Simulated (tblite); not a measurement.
C2H13AlGeN2.
SMILES with atom numbers: `[CH3:1][Ge@@H:2]([NH2:3])[CH2:4][AlH2-:5][NH3+:6]` (hydrogens: H7, H8, H9 on C1; H10 on Ge2; H11, H12 on N3; H13, H14 on C4; H15, H16 on Al5; H17, H18, H19 on N6)

Computed with GFN2-xTB (tblite), gas phase: L-BFGS steps from a force-field or distance-geometry start until the largest atomic force falls under 0.01 eV/Å.

Step 84: E = -536.9446 eV
```
atom  x, y, z in Å  |  force x, y, z in eV/Å
C1     -1.4443    1.7292   -0.5761    0.039  -0.001  -0.013
Ge2    -1.3177    0.0127    0.4132   -0.030   0.018   0.060
N3     -3.0112   -0.6955    0.3474    0.031  -0.002   0.002
C4      0.1098   -1.1888   -0.2861    0.011  -0.025  -0.037
Al5     2.0516   -1.2659    0.2006   -0.017  -0.001  -0.019
N6      2.5082    0.7310    0.2161    0.021   0.020   0.016
H7     -1.9039    1.5770   -1.5495    0.031  -0.020   0.012
H8     -0.4628    2.1686   -0.7347    0.001   0.042  -0.029
H9     -2.0537    2.4455   -0.0330    0.007  -0.050   0.012
H10    -1.1629    0.3221    1.8973    0.019  -0.017  -0.047
H11    -3.1160   -1.5576    0.8656   -0.051   0.001  -0.004
H12    -3.3670   -0.8577   -0.5860   -0.015  -0.003   0.020
H13     0.0623   -1.0853   -1.3840   -0.030  -0.030   0.000
H14    -0.2535   -2.2119   -0.0973   -0.044   0.003  -0.013
H15     2.4943   -1.6475    1.6467   -0.007   0.008   0.021
H16     3.0221   -1.6764   -0.9610   -0.004   0.016   0.007
H17     2.6273    1.0305   -0.7491    0.031   0.019   0.019
H18     1.8166    1.3332    0.6559   -0.035  -0.018   0.037
H19     3.3908    0.8460    0.7065    0.041   0.042  -0.042
```

Step 85: E = -536.9466 eV
```
atom  x, y, z in Å  |  force x, y, z in eV/Å
C1     -1.4279    1.7273   -0.5859    0.027   0.005  -0.003
Ge2    -1.3156    0.0153    0.4120   -0.005   0.019   0.081
N3     -3.0107   -0.6869    0.3479    0.016   0.001   0.010
C4      0.1040   -1.2026   -0.2732    0.004  -0.045  -0.069
Al5     2.0526   -1.2641    0.1837   -0.029   0.012   0.033
N6      2.4889    0.7348    0.2317    0.021   0.005   0.018
H7     -1.8481    1.5658   -1.5756    0.039  -0.012   0.014
H8     -0.4458    2.1786   -0.7069   -0.034   0.043  -0.028
H9     -2.0703    2.4345   -0.0674    0.041  -0.062  -0.004
H10    -1.1585    0.3318    1.8966    0.010  -0.021  -0.071
H11    -3.1147   -1.5462    0.8703   -0.059  -0.012   0.007
H12    -3.3710   -0.8535   -0.5828   -0.008   0.005   0.010
H13     0.0427   -1.1269   -1.3734   -0.026  -0.021   0.013
H14    -0.2588   -2.2206   -0.0576   -0.040   0.004  -0.001
H15     2.5176   -1.6761    1.6201   -0.013   0.014  -0.036
H16     3.0147   -1.6158   -1.0039    0.010  -0.006   0.008
H17     2.5982    1.0371   -0.7331    0.029   0.029  -0.013
H18     1.8111    1.3431    0.6840   -0.027  -0.020   0.050
H19     3.3818    0.8336    0.7061    0.047   0.059  -0.020
```

Step 86: E = -536.9476 eV
```
atom  x, y, z in Å  |  force x, y, z in eV/Å
C1     -1.4159    1.7262   -0.5883    0.019  -0.089   0.090
Ge2    -1.3118    0.0137    0.4084    0.041   0.019   0.083
N3     -3.0063   -0.6866    0.3503   -0.015   0.005   0.016
C4      0.0999   -1.2110   -0.2796   -0.015  -0.012  -0.048
Al5     2.0462   -1.2602    0.1797   -0.070   0.041   0.090
N6      2.4813    0.7366    0.2380    0.015  -0.011   0.003
H7     -1.8243    1.5627   -1.5763   -0.030  -0.046  -0.167
H8     -0.4402    2.1839   -0.7005    0.090   0.081  -0.024
H9     -2.0677    2.4253   -0.0789   -0.033   0.031   0.072
H10    -1.1457    0.3286    1.8922    0.001  -0.020  -0.067
H11    -3.1101   -1.5435    0.8762   -0.055  -0.016   0.017
H12    -3.3757   -0.8555   -0.5761    0.000   0.014  -0.001
H13     0.0293   -1.1451   -1.3778   -0.013   0.003  -0.045
H14    -0.2662   -2.2239   -0.0568   -0.047  -0.060   0.032
H15     2.5045   -1.6703    1.6184   -0.005   0.001  -0.035
H16     3.0110   -1.5835   -1.0031    0.069  -0.045  -0.052
H17     2.5846    1.0384   -0.7267    0.009   0.042  -0.056
H18     1.8138    1.3500    0.6979   -0.009  -0.011   0.065
H19     3.3834    0.8235    0.6955    0.048   0.072   0.027
```

Question: Estimate the geometry and energy of step 87. (The exact step hangs on the optimiser's Hessian estimate; all steps are aligned on step 86, rigid shifts and turns removed.)

Answer: E = -536.9497 eV, largest force 0.110 eV/Å
```
atom  x, y, z in Å  |  force x, y, z in eV/Å
C1     -1.3997    1.7218   -0.5985   -0.037   0.011   0.029
Ge2    -1.3094    0.0162    0.4107    0.072   0.000   0.034
N3     -3.0087   -0.6703    0.3500   -0.027  -0.016   0.026
C4      0.0944   -1.2294   -0.2641   -0.020  -0.027  -0.040
Al5     2.0511   -1.2593    0.1628   -0.044   0.030   0.058
N6      2.4617    0.7412    0.2569    0.029  -0.001  -0.029
H7     -1.7624    1.5442   -1.6068    0.037  -0.012  -0.032
H8     -0.4254    2.1990   -0.6689   -0.038   0.041  -0.018
H9     -2.0930    2.4114   -0.1208    0.087  -0.067  -0.006
H10    -1.1446    0.3396    1.8912    0.002  -0.016  -0.045
H11    -3.1186   -1.5233    0.8817   -0.063  -0.009   0.009
H12    -3.3769   -0.8439   -0.5762    0.007   0.018   0.006
H13     0.0075   -1.1931   -1.3631   -0.006   0.010  -0.023
H14    -0.2703   -2.2365   -0.0101   -0.037  -0.031   0.037
H15     2.5498   -1.7092    1.5829   -0.030   0.021  -0.096
H16     3.0038   -1.5204   -1.0562    0.028  -0.043   0.010
H17     2.5541    1.0494   -0.7081   -0.003   0.029  -0.014
H18     1.8037    1.3554    0.7304    0.023  -0.027   0.061
H19     3.3732    0.8163    0.6987    0.020   0.088   0.031
```

The energy changes by -0.0022 eV. The first-order estimate −F·Δx gives -0.0039 eV and the mean of the old and new forces, exact on a quadratic surface, -0.0018 eV. The step makes an angle of 87° with the force vector and moves no atom by more than 0.083 Å.

What follows is the cost of the whole relaxation. The run took 1.2 s of wall time on Arm Neoverse V2, one thread, shared host.
